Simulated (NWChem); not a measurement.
System: InSi$_{2}$H$_{7}$; SMILES [SiH3][InH][SiH3]

Computed with NWChem. Geometry: optimised at PBE0/def2-SVP. Not confirmed as a minimum by frequencies. def2 effective core potentials on In; no spin-orbit coupling. Vertical excitations in the gas phase; the lowest state need not have the same character in each row.

```json
[
 {"level": "PBE/def2-SVP, TDA", "lowest excitation, singlet (eV)": "3.31", "oscillator strength of that lowest state": "0.000", "orbital gap (eV)": "3.07"},
 {"level": "B3LYP/def2-SVP, TDA", "lowest excitation, singlet (eV)": "3.42", "oscillator strength of that lowest state": "0.000", "orbital gap (eV)": "4.29"},
 {"level": "LDA (Slater exchange, VWN5)/def2-SVP, TDA", "lowest excitation, singlet (eV)": "3.24", "oscillator strength of that lowest state": "0.000", "orbital gap (eV)": "2.96"}
]
```
